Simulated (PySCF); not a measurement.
A structure optimised at r2SCAN-D4/def2-SVP, used in a PySCF frequency run:

```
Si
S 1 2.1429
H 2 1.3541 1 94.32
S 1 2.1429 2 105.70 3 46.15
H 4 1.3541 1 94.32 2 -171.18
S 1 2.1429 2 117.30 3 -71.34
H 6 1.3541 1 94.32 2 -71.34
S 1 2.1429 2 105.70 3 171.18
H 8 1.3541 1 94.32 2 -46.15
```
Charge 0, spin multiplicity 1.

Q: Write its SMILES, formula and point group.

A: S[Si](S)(S)S, H₄S₄Si, S4

Q: What are its rotational constants (standard atomic weights)?

A: 1.2868, 1.2868, 1.1290 GHz
